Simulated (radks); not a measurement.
Species: Cl V. Configuration: [Ne] 3s2 3p1. Method: scalar-relativistic Kohn-Sham, BLYP, spin-polarised, spherical densities, point nucleus; open shells are filled with parallel spins first; computed with a radial shooting solver on a logarithmic mesh with Libxc functionals. Some entries of the table are withheld. Estimate them.

| orbital | occ. | eigenvalue (eV) | <r^2> (bohr^2) | <r> (bohr) |
|---|---|---|---|---|
| 1s up | 1 | -2819.484 | 0.01113 | 0.09096 |
| 1s down | 1 | -2819.227 | 0.01113 | 0.09095 |
| 2s up | 1 | -316.3702 | 0.2331 | 0.4430 |
| 2s down | 1 | -316.1236 | 0.2329 | 0.4429 |
| 2p up | 3 | -255.8720 | 0.2039 | 0.4047 |
| 2p down | 3 | -255.5299 | 0.2037 | 0.4046 |
| 3s up | 1 | -74.5028 | 2.077 | 1.349 |
| 3s down | 1 | -72.6418 | 2.091 | 1.352 |
| 3p up | 1 | (1) | (2) | 1.442 |
| 3p down | 0 | (3) | (4) | 1.451 |

Answer. 
(1) 3p up eigenvalue (eV): -60.2582
(2) 3p up <r^2> (bohr^2): 2.401
(3) 3p down eigenvalue (eV): -58.4616
(4) 3p down <r^2> (bohr^2): 2.438
